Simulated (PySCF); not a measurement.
**Bonding in `CN(C)[SiH2][SiH2]O[SiH3]`**

Species: C2H13NOSi3.
Numbering: `[CH3:1][N:2]([CH3:3])[SiH2:4][SiH2:5][O:6][SiH3:7]` (hydrogens: H8, H9, H10 on C1; H11, H12, H13 on C3; H14, H15 on Si4; H16, H17 on Si5; H18, H19, H20 on Si7)

Structure used (PBE0-D3(BJ)/def2-SVP), in Å, numbered top down from 1:
```xyz
20
C2H13NOSi3 angstrom
C     -2.3375    1.1434   -0.0474
N     -1.9501   -0.2400   -0.1562
C     -3.0608   -1.1489   -0.2838
Si    -0.3709   -0.7874    0.3268
Si     1.2770    0.6692   -0.4922
O      2.7392   -0.0224   -0.0983
Si     4.3916    0.0397   -0.1571
H     -1.4548    1.7992    0.0165
H     -2.9602    1.3475    0.8477
H     -2.9214    1.4637   -0.9311
H     -3.6791   -0.8934   -1.1651
H     -2.7056   -2.1814   -0.4184
H     -3.7308   -1.1369    0.6005
H     -0.1720   -2.1486   -0.2607
H     -0.1625   -0.9259    1.8137
H      1.1869    2.0396    0.1113
H      1.1687    0.8396   -1.9771
H      4.9325    0.3037    1.2086
H      4.9138   -1.2689   -0.6461
H      4.8463    1.1255   -1.0802
```

Bond orders from the PBE0/pcSseg-1 density (PySCF). Isolated species at its PBE0-D3(BJ)/def2-SVP geometry (one conformer only).

Task: How far do the computed orders between heavy atoms stray from the drawn ones?

Result: The largest departure is 0.130, at Si5–O6 (drawn single, 0.870). Drawn single, order below 0.88: Si5–O6 (0.870).

Task: Set the Mayer orders of the bonds beside their lengths.

Result: 
| bond | drawn as | length (Å) | Mayer order |
| --- | --- | --- | --- |
| C1–N2 | single | 1.441 | 0.962 |
| N2–C3 | single | 1.441 | 0.959 |
| N2–Si4 | single | 1.740 | 0.958 |
| Si4–Si5 | single | 2.347 | 0.915 |
| Si5–O6 | single | 1.665 | 0.870 |
| O6–Si7 | single | 1.655 | 0.909 |
| C1–H8 | single | 1.102 | 0.959 |
| C1–H9 | single | 1.109 | 0.957 |
| C1–H10 | single | 1.107 | 0.961 |
| C3–H11 | single | 1.106 | 0.961 |
| C3–H12 | single | 1.100 | 0.966 |
| C3–H13 | single | 1.110 | 0.958 |
| Si4–H14 | single | 1.496 | 0.931 |
| Si4–H15 | single | 1.508 | 0.864 |
| Si5–H16 | single | 1.500 | 0.896 |
| Si5–H17 | single | 1.499 | 0.896 |
| Si7–H18 | single | 1.492 | 0.921 |
| Si7–H19 | single | 1.491 | 0.923 |
| Si7–H20 | single | 1.496 | 0.921 |

Bonds between the same two heavy elements. C–N: all 2 within 0.02 of one another (0.959 to 0.962). O–Si: lowest Si5–O6 (0.870, 1.665 Å), highest O6–Si7 (0.909, 1.655 Å).

Task: Sum the orders of all bonds at each heavy atom with more than one neighbour and set the sums beside the valence in the SMILES.

Result: C1 3.839 (drawn 4), N2 2.879 (drawn 3), C3 3.844 (drawn 4), Si4 3.668 (drawn 4), Si5 3.577 (drawn 4), O6 1.779 (drawn 2), Si7 3.674 (drawn 4). Orders between atoms that aren't bonded are not in these sums.

The Mayer order sums products of elements of PS (density times overlap matrix) between the two atoms' basis functions, so it depends on the basis set.
